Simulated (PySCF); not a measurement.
BCl, singlet, at a GFN2-xTB geometry, with bond 1-2 at 2.0 times its length; CAMB3LYP/STO-3G (PySCF).

Here is a job for PySCF.
```python
from pyscf import gto, scf, dft

mol = gto.M(
    atom='''
B     0.00000000    0.00000000   -2.79888492
Cl    0.00000000    0.00000000    0.35883140
''',
    basis='sto-3g',
    verbose=4,
)

mf = dft.RKS(mol)
mf.xc = 'camb3lyp'
mf.conv_tol_grad = 1e-7
mf.kernel()
```

What the program printed (banner, timings and long lists left out):

```
PySCF version 2.14.0

[INPUT] verbose = 4
[INPUT] num. atoms = 2
[INPUT] num. electrons = 22
[INPUT] charge = 0
[INPUT] spin (= nelec alpha-beta = 2S) = 0
[INPUT] symmetry False subgroup None
[INPUT] Mole.unit = angstrom
[INPUT] Symbol           X                Y                Z      unit          X                Y                Z       unit  Magmom
[INPUT]  1 B      0.000000000000   0.000000000000  -2.798884920000 AA    0.000000000000   0.000000000000  -5.289125952975 Bohr   0.0
[INPUT]  2 Cl     0.000000000000   0.000000000000   0.358831400000 AA    0.000000000000   0.000000000000   0.678093070894 Bohr   0.0

nuclear repulsion = 14.2444913887008
number of shells = 8
number of NR pGTOs = 42
number of NR cGTOs = 14
basis = sto-3g
ecp = {}

******** <class 'pyscf.dft.rks.RKS'> ********
method = RKS
initial guess = minao
damping factor = 0
level_shift factor = 0
DIIS = <class 'pyscf.scf.diis.CDIIS'>
diis_start_cycle = 1
diis_space = 8
diis_damp = 0
SCF conv_tol = 1e-09
SCF conv_tol_grad = 1e-07
SCF max_cycles = 50
direct_scf = True
direct_scf_tol = 1e-13
XC library pyscf.dft.libxc version 7.1.2
    S. Lehtola, C. Steigemann, M. J. T. Oliveira, and M. A. L. Marques,  SoftwareX 7, 1–5 (2018)
XC functionals = camb3lyp
    T. Yanai, D. P. Tew, and N. C. Handy,  Chem. Phys. Lett. 393, 51 (2004)
radial grids:
    Treutler-Ahlrichs [JCP 102, 346 (1995); DOI:10.1063/1.469408] (M4) radial grids

becke partition: Becke, JCP 88, 2547 (1988); DOI:10.1063/1.454033
pruning grids: <function nwchem_prune>
grids dens level: 3
symmetrized grids: False
atomic radii adjust function: <function treutler_atomic_radii_adjust>
small_rho_cutoff = 0
Initial guess from minao.
tot grids = 32928
init E= -478.795441870708
  HOMO = -0.353044883635691  LUMO = 0.052878896885137  gap/eV = 11.04575
cycle= 1 E= -479.292763188284  delta_E= -0.497  |g|= 0.122  |ddm|= 0.958
  HOMO = -0.17954999244642  LUMO = -0.0137948168508052  gap/eV = 4.51043
cycle= 2 E= -469.791704921814  delta_E=  9.5  |g|= 1.76  |ddm|= 5.17
  HOMO = -0.109651803074372  LUMO = -0.0820110856012436  gap/eV = 0.75214
cycle= 3 E= -479.356786008592  delta_E= -9.57  |g|= 0.267  |ddm|=  4.6
  HOMO = -0.111498970196151  LUMO = -0.0862836647910811  gap/eV = 0.68614
cycle= 4 E= -477.293600071602  delta_E= 2.06  |g|= 2.87  |ddm|= 2.22
  HOMO = -0.151015588511292  LUMO = -0.0558315964625127  gap/eV = 2.59009
cycle= 5 E= -479.278895316943  delta_E= -1.99  |g|= 0.484  |ddm|= 2.11
  HOMO = -0.164046083062349  LUMO = -0.04301345461329  gap/eV = 3.29347
cycle= 6 E= -479.365688386748  delta_E= -0.0868  |g|= 0.232  |ddm|= 0.374
  HOMO = -0.189888160311977  LUMO = -0.0157396140122154  gap/eV = 4.73882
cycle= 7 E= -479.398873796536  delta_E= -0.0332  |g|= 0.0312  |ddm|= 0.568
  HOMO = -0.19102775381067  LUMO = -0.0146290872696647  gap/eV = 4.80005
cycle= 8 E= -479.400069206294  delta_E= -0.0012  |g|= 0.0119  |ddm|= 0.0967
  HOMO = -0.191864529212465  LUMO = -0.0136432976672015  gap/eV = 4.84965
cycle= 9 E= -479.400550404786  delta_E= -0.000481  |g|= 0.00218  |ddm|= 0.139
  HOMO = -0.191143590018948  LUMO = -0.0141027929532372  gap/eV = 4.81753
cycle= 10 E= -479.40056792914  delta_E= -1.75e-05  |g|= 0.000691  |ddm|= 0.0372
  HOMO = -0.190826334952388  LUMO = -0.0141158409412024  gap/eV = 4.80854
cycle= 11 E= -479.400568418029  delta_E= -4.89e-07  |g|= 0.000352  |ddm|= 0.00651
  HOMO = -0.190806105606064  LUMO = -0.0141426661599307  gap/eV = 4.80726
cycle= 12 E= -479.400568570094  delta_E= -1.52e-07  |g|= 8.74e-05  |ddm|= 0.00171
  HOMO = -0.190811310542907  LUMO = -0.0141472316733174  gap/eV = 4.80727
cycle= 13 E= -479.400568578598  delta_E= -8.5e-09  |g|= 3.95e-06  |ddm|= 0.000396
  HOMO = -0.190811474682455  LUMO = -0.0141474929759849  gap/eV = 4.80727
cycle= 14 E= -479.400568578613  delta_E= -1.53e-11  |g|= 2.28e-07  |ddm|= 1.74e-05
  HOMO = -0.190811445625328  LUMO = -0.0141474963073071  gap/eV = 4.80727
cycle= 15 E= -479.400568578613  delta_E= 1.14e-13  |g|= 1.36e-07  |ddm|= 1.4e-06
  HOMO = -0.190811460928935  LUMO = -0.0141475385396671  gap/eV = 4.80727
cycle= 16 E= -479.400568578613  delta_E= 5.68e-13  |g|= 7.2e-07  |ddm|= 2.67e-06
  HOMO = -0.190811397246723  LUMO = -0.0141474911068198  gap/eV = 4.80727
cycle= 17 E= -479.400568578613  delta_E= -6.82e-13  |g|= 1.55e-07  |ddm|= 5.85e-06
  HOMO = -0.190811405508439  LUMO = -0.014147501645412  gap/eV = 4.80727
cycle= 18 E= -479.400568578613  delta_E=    0  |g|= 1.88e-10  |ddm|= 8.11e-07
  HOMO = -0.190811405363184  LUMO = -0.0141475016324035  gap/eV = 4.80727
Extra cycle  E= -479.400568578613  delta_E= 1.14e-13  |g|= 2.53e-10  |ddm|= 1.11e-09
converged SCF energy = -479.400568578613
```
